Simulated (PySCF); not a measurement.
Ionisation energy of Te by level of theory

Te [Kr] 4d10 5s2 5p4 (3P) → Te⁺ [Kr] 4d10 5s2 5p3 (4S), as a difference of total energies. Calculation: PySCF 2.14, in def2-TZVPPD with the def2 core potential (28 electrons); a scalar-relativistic core potential. Correlated levels: valence and next inner shell: nothing frozen outside the core potential. The calculations carry no spin-orbit coupling.

```json
{"method": "UHF", "ionisation energy (eV)": "7.725", "error (eV)": "-1.024"}
{"method": "MP2 (valence and next inner shell)", "ionisation energy (eV)": "8.380", "error (eV)": "-0.369"}
{"method": "SCS-MP2 (valence and next inner shell)", "ionisation energy (eV)": "8.407", "error (eV)": "-0.342"}
{"method": "CCSD (valence and next inner shell)", "ionisation energy (eV)": "8.481", "error (eV)": "-0.268"}
{"method": "CCSD(T) (valence and next inner shell)", "ionisation energy (eV)": "8.517", "error (eV)": "-0.232"}
```

Reference: 8.749 eV (measured; NIST levels, between the centres of gravity of the two terms).

Errors of the correlated levels include the incompleteness of this basis.
